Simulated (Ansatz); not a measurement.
`C[CH2][Cd][Cl]` + `[OH][AlH][Cl]` → `[Cl][Cd][Cl]` + `C[CH2][AlH][OH]`  (redistribution)

Computed with Ansatz on PBE0-D4/def2-TZVP structures; ΔE is electronic, products minus reactants. CCSD(T)/CBS is the MP2 limit (def2-TZVPP, def2-QZVPP) plus CCSD(T) − MP2 in def2-TZVPP, frozen cores. This one scheme is used for every species. DFT in def2-TZVPP. def2 core potentials past Kr. For Cd outer-core shells are correlated without core-valence functions, which leaves a few kJ/mol of doubt a bond. One conformer a species, not always the lowest.

`C[CH2][Cd][Cl]`:

Cartesian coordinates in Å:
```
C -0.027 -1.160 0.400
C -0.430 -0.025 -0.531
Cd 0.468 1.837 -0.099
Cl 1.444 3.864 0.370
H -0.292 -0.954 1.440
H -0.529 -2.092 0.119
H 1.048 -1.354 0.372
H -0.172 -0.256 -1.567
H -1.509 0.142 -0.504
```

`[OH][AlH][Cl]`:

```xyz
5

O    -0.091    0.609   -1.132
Al   -0.298   -0.205    0.328
Cl    1.374   -0.694    1.493
H     0.757    0.874   -1.484
H    -1.741   -0.585    0.795
```

`[Cl][Cd][Cl]`:

```xyz
3

Cl    0.204   -2.213    0.432
Cd    0.000    0.000    0.000
Cl   -0.205    2.213   -0.432
```

`C[CH2][AlH][OH]`:

Cartesian coordinates in Å:
```
C -1.015 0.592 -0.758
C 0.411 0.773 -0.240
Al 1.127 -0.685 0.853
O 0.193 -2.062 1.202
H -1.732 0.480 0.061
H -1.349 1.444 -1.359
H -1.108 -0.298 -1.387
H 0.488 1.697 0.349
H 1.103 0.930 -1.078
H 2.584 -0.691 1.471
H -0.702 -2.180 0.887
```

```csv
level,ΔE (kJ/mol)
r2SCANh-D4,51.1
r2SCAN0-D4,48.0
ωB97M-V,44.6
HF/CBS(def2),22.0
```

Task: What does CCSD(T)/CBS give? (An estimate is asked.)

Result: Computed: +47.5 kJ/mol. The listed levels differ from it by 3.6, 0.5, -2.9, -25.5 kJ/mol.

Largest T1 diagnostic among the species: 0.013.

Leaving LDA and LC-ωPBE aside and taking each functional with its dispersion term where it has one, the values, not all of them listed here, spread over 13.5 kJ/mol, from BHLYP-D4 to BLYP-D4. LDA lies +5.1 kJ/mol from PBE without D4. From PBE to PBE0 (25 % exact exchange), in def2-TZVPP and without D4, ΔE moves by −6.2 kJ/mol. In def2-TZVPP, CCSD(T) changes the Hartree–Fock value by +31.0 kJ/mol (the triples alone add +4.2 kJ/mol) and MP2 by +42.7 kJ/mol.
